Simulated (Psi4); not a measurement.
C₂H₄NO (SMILES [CH2]C(N)=O), doublet, at a GFN2-xTB geometry; R2SCAN/6-31G* run with Psi4.

The Psi4 input:
```
memory 2 GB

molecule {
0 2
O     0.26454729    1.29773969    0.28038356
C    -0.00493724    0.12821280    0.02873673
N     0.98714613   -0.78717018   -0.20832170
C    -1.33891368   -0.38189073   -0.04047884
H     0.79601498   -1.74930651   -0.41636310
H    -1.54281494   -1.41283947   -0.26342944
H    -2.15856718    0.28838609    0.13621077
H     1.94207144   -0.47589881   -0.17078220
}

set {
  basis 6-31g*
  reference uks
  puream false
}

energy('r2scan')
print_variables()
```

Problem. Write the output that Psi4 gives for this input, abridged.

Solution. 
```
   => Loading Basis Set <=

    Name: 6-31G*
    Role: ORBITAL
    Keyword: BASIS

         ---------------------------------------------------------
                                   SCF
               by Justin Turney, Rob Parrish, Andy Simmonett
                          and Daniel G. A. Smith
                              UKS Reference
         ---------------------------------------------------------

  ==> Geometry <==

    Molecular point group: c1
    Full point group: C1

    Geometry (in Angstrom), charge = 0, multiplicity = 2:

       Center              X                  Y                   Z               Mass
    ------------   -----------------  -----------------  -----------------  -----------------
         O            0.248047913760     1.240623218658     0.268205094174    15.994914619570
         C           -0.021436616240     0.071096328658     0.016558264174    12.000000000000
         N            0.970646753760    -0.844286651342    -0.220500165826    14.003074004430
         C           -1.355413056240    -0.439007201342    -0.052657305826    12.000000000000
         H            0.779515603760    -1.806422981342    -0.428541565826     1.007825032230
         H           -1.559314316240    -1.469955941342    -0.275607905826     1.007825032230
         H           -2.175066556240     0.231269618658     0.124032304174     1.007825032230
         H            1.925572063760    -0.533015281342    -0.182960665826     1.007825032230

  Running in c1 symmetry.

  Rotational constants: A =      0.37589  B =      0.35187  C =      0.18174 [cm^-1]
  Rotational constants: A =  11269.03786  B =  10548.84863  C =   5448.52842 [MHz]
  Nuclear repulsion =  114.767954683570494

  Charge       = 0
  Multiplicity = 2
  Electrons    = 31
  Nalpha       = 16
  Nbeta        = 15

  ==> Algorithm <==

  SCF Algorithm Type is DF.
  DIIS enabled.
  MOM disabled.
  Fractional occupation disabled.
  Guess Type is SAD.
  Energy threshold   = 1.00e-06
  Density threshold  = 1.00e-06
  Integral threshold = 1.00e-12

  ==> Primary Basis <==

  Basis Set: 6-31G*
    Blend: 6-31G*
    Number of shells: 32
    Number of basis functions: 68
    Number of Cartesian functions: 68
    Spherical Harmonics?: false
    Max angular momentum: 2

  ==> DFT Potential <==

   => LibXC <=

    Version 7.1.2
    S. Lehtola, C. Steigemann, M. J. T. Oliveira, and M. A. L. Marques,  SoftwareX 7, 1–5 (2018) (10.1016/j.softx.2017.11.002)

   => Composite Functional: R2SCAN <=

    r2SCAN Meta-GGA XC Functional  (0.1021/acs.jpclett.0c02405)
    J. W. Furness, A. D. Kaplan, J. Ning, J. P. Perdew, J. Sun  J. Phys. Chem. Lett.  11, 8208–8215, 2020

    Deriv               =              1
    GGA                 =           TRUE
    Meta                =           TRUE

    Exchange Hybrid     =          FALSE
    MP2 Hybrid          =          FALSE

   => Exchange Functionals <=

    1.0000   XC_MGGA_X_R2SCAN

   => Correlation Functionals <=

    1.0000   XC_MGGA_C_R2SCAN

   => LibXC Density Thresholds  <==

    XC_MGGA_C_R2SCAN:  1.00E-15
    XC_MGGA_X_R2SCAN:  1.00E-11

   => Molecular Quadrature <=

    Radial Scheme          =       TREUTLER
    Pruning Scheme         =           NONE
    Nuclear Scheme         =       TREUTLER

    Blocking Scheme        =         OCTREE
    BS radius alpha        =              1
    Pruning alpha          =              1
    Radial Points          =             75
    Spherical Points       =            302
    Total Points           =         171167
    Total Blocks           =           1316
    Max Points             =            256
    Max Functions          =             68
    Weights Tolerance      =       1.00E-15

   => Loading Basis Set <=

    Name: (6-31G* AUX)
    Role: JKFIT
    Keyword: DF_BASIS_SCF

  ==> Integral Setup <==

  SCF_SUBTYPE=INCORE selected. In-core MEM_DF algorithm will be used.
  Using in-core AOs.

  ==> MemDFJK: Density-Fitted J/K Matrices <==

    J tasked:                   Yes
    K tasked:                    No
    wK tasked:                   No
    Algorithm:                 Core
    Schwarz Cutoff:           1E-12
    Mask sparsity (%):       0.1298
    Fitting Condition:        1E-10

   => Auxiliary Basis Set <=

  Basis Set: (6-31G* AUX)
    Blend: CC-PVDZ-JKFIT
    Number of shells: 132
    Number of basis functions: 424
    Number of Cartesian functions: 424
    Spherical Harmonics?: false
    Max angular momentum: 3

  Minimum eigenvalue in the overlap matrix is 3.1145216463E-03.
  Reciprocal condition number of the overlap matrix is 4.6311930521E-04.
    Using symmetric orthogonalization.

  ==> Pre-Iterations <==

  SCF Guess: Superposition of Atomic Densities via on-the-fly atomic UHF (no occupation information).

   -------------------------
    Irrep   Nso     Nmo
   -------------------------
     A         68      68
   -------------------------
    Total      68      68
   -------------------------

  ==> Iterations <==

                           Total Energy        Delta E     RMS |[F,P]|

   @DF-UKS iter SAD:  -207.98118341538034   -2.07981e+02   0.00000e+00
   @DF-UKS iter   1:  -208.15743279202644   -1.76249e-01   1.15891e-02 DIIS/ADIIS
   @DF-UKS iter   2:  -207.45139349627851    7.06039e-01   2.02136e-02 DIIS/ADIIS
   @DF-UKS iter   3:  -208.26676309496344   -8.15370e-01   8.48623e-03 DIIS/ADIIS
   @DF-UKS iter   4:  -208.42539273086655   -1.58630e-01   1.63220e-03 DIIS/ADIIS
   @DF-UKS iter   5:  -208.42560855790833   -2.15827e-04   1.70055e-03 DIIS/ADIIS
   @DF-UKS iter   6:  -208.43214310387560   -6.53455e-03   2.05363e-04 DIIS/ADIIS
   @DF-UKS iter   7:  -208.43227027067090   -1.27167e-04   6.05374e-05 DIIS
   @DF-UKS iter   8:  -208.43228759561535   -1.73249e-05   1.68186e-05 DIIS
   @DF-UKS iter   9:  -208.43228891483534   -1.31922e-06   1.25778e-05 DIIS
   @DF-UKS iter  10:  -208.43228926852157   -3.53686e-07   5.61892e-06 DIIS
   @DF-UKS iter  11:  -208.43228936215496   -9.36334e-08   1.46502e-06 DIIS
   @DF-UKS iter  12:  -208.43228936960816   -7.45320e-09   2.47855e-07 DIIS
  Energy and wave function converged.

  ==> Post-Iterations <==

   Electrons on quadrature grid:
      Nalpha   =   16.0000021563 ; deviation = 2.156e-06
      Nbeta    =   14.9999998448 ; deviation = -1.552e-07
      Ntotal   =   31.0000020011 ; deviation = 2.001e-06

   @Spin Contamination Metric:   8.957389768E-03
   @S^2 Expected:                7.500000000E-01
   @S^2 Observed:                7.589573898E-01
   @S   Expected:                5.000000000E-01
   @S   Observed:                5.000000000E-01

    Orbital Energies [Eh]
    ---------------------

    Alpha Occupied:

[...]
      16A     -0.213720

    Alpha Virtual:

[...]
      68A      4.571090

    Beta Occupied:

[...]
    Beta Virtual:

[...]
    Final Occupation by Irrep:
              A
    DOCC [    15 ]
    SOCC [     1 ]
    NA   [    16 ]
    NB   [    15 ]

  @DF-UKS Final Energy:  -208.43228936960816

   => Energetics <=

    Nuclear Repulsion Energy =            114.7679546835704940
    One-Electron Energy =                -510.1967791806213768
    Two-Electron Energy =                 214.7373560885986876
    DFT Exchange-Correlation Energy =     -27.7408209611559897
    Empirical Dispersion Energy =           0.0000000000000000
    VV10 Nonlocal Energy =                  0.0000000000000000
    Total Energy =                       -208.4322893696081564

  UHF NO Occupations:
  HONO-2 :   14  A 1.9981499
  HONO-1 :   15  A 1.9978461
  HONO-0 :   16  A 1.0000000
  LUNO+0 :   17  A 0.0021539
  LUNO+1 :   18  A 0.0018501
  LUNO+2 :   19  A 0.0002414
  LUNO+3 :   20  A 0.0001636

Computation Completed

Properties will be evaluated at   0.000000,   0.000000,   0.000000 [a0]

Properties computed using the SCF density matrix

 Multipole Moments:

 ------------------------------------------------------------------------------------
     Multipole            Electronic (a.u.)      Nuclear  (a.u.)        Total (a.u.)
 ------------------------------------------------------------------------------------

 L = 1.  Multiply by 2.5417464519 to convert [e a0] to [Debye]
 Dipole X            :          0.9477047           -0.9665584           -0.0188537
 Dipole Y            :          1.8870966           -3.3459692           -1.4588725
 Dipole Z            :          0.3889522           -0.7134330           -0.3244808
 Magnitude           :                                                    1.4946412

 ------------------------------------------------------------------------------------

  Variable Map:
  ----------------------------------------------------------------------------
[...]
  Array Variable Map:
  ----------------------------------------------------------------------------
[...]
[...]
```
